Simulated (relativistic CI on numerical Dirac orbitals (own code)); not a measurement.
# One change at a time: Tb53+

Base calculation: Dirac-Coulomb-Breit CI, KLI orbitals optimised for each configuration, a model potential for QED, unscaled Slater integrals.

Configurations in the expansion (outside the closed core [Ne]): 3s2, 3s 3p, 3p2, 3s 3d, 3d2, 3p 3d, 3p 4s, 3d 4s, 3s 4s, 3s 4p, 3s 4d, 3s 4f, 3s 5s, 3s 5p, 3s 5d, 4s2, 3s 5f, 3s 5g, 3s 6s, 3s 6p, 3s 6d. Levels of other configurations are missing.

The lowest level and the first level of each name with at least 55 % of one term (blank where a level has no safe partner in the second run):

| Level | Base (eV) | Shift (eV) |
| --- | --- | --- |
| 3s2 1S_0 | 0.00 | 0.00 |
| 3s 3p 3P°_0 | 113.74 | +0.17 |
| 3s 3p 3P°_1 | 126.51 | +0.17 |
| 3p2 3P_0 | 273.50 | +0.32 |
| 3s 3p 3P°_2 | 314.02 | +0.17 |
| 3s 3p 1P°_1 | 346.63 | +0.17 |
| 3p2 1D_2 | 460.55 | +0.28 |
| 3p2 3P_1 | 461.85 | +0.32 |
| 3s 3d 3D_1 | 496.69 | +0.05 |
| 3s 3d 3D_2 | 505.62 | +0.08 |
| 3s 3d 3D_3 | 542.12 | +0.05 |
| 3s 3d 1D_2 | 557.46 | +0.08 |
| 3p 3d 3F°_2 | 619.64 | +0.17 |
| 3p2 3P_2 | 670.02 | +0.31 |
| 3p 3d 3F°_3 | 682.68 | +0.17 |
| 3p2 1S_0 | 685.41 | +0.31 |
| 3p 3d 3P°_0 | 839.60 | +0.17 |
| 3p 3d 3P°_1 | 840.18 | +0.17 |
| 3p 3d 3F°_4 | 866.00 | +0.17 |
| 3p 3d 1P°_1 | 905.08 | +0.17 |
| 3d2 3F_2 | 1004.45 | -0.12 |
| 3d2 3P_0 | 1026.78 | -0.12 |

At this charge energies of transitions that change n are usually good to better than 1 %, and those within a shell (Δn = 0) to a few per cent.

Problem. One thing was changed in a second run, which moved the levels as shown. Which?
A. configuration mixing switched off
B. P86 correlation estimate
C. Breit term removed
D. non-relativistic limit
E. QED terms removed

Solution. B. P86 correlation estimate. A correlation estimate moves all levels of a configuration together before mixing; mixed levels move by a weighted share.

LS names give the leading component of a level, which can be under half, so a name can repeat, a term be missing and a line seem to break the LS rules.
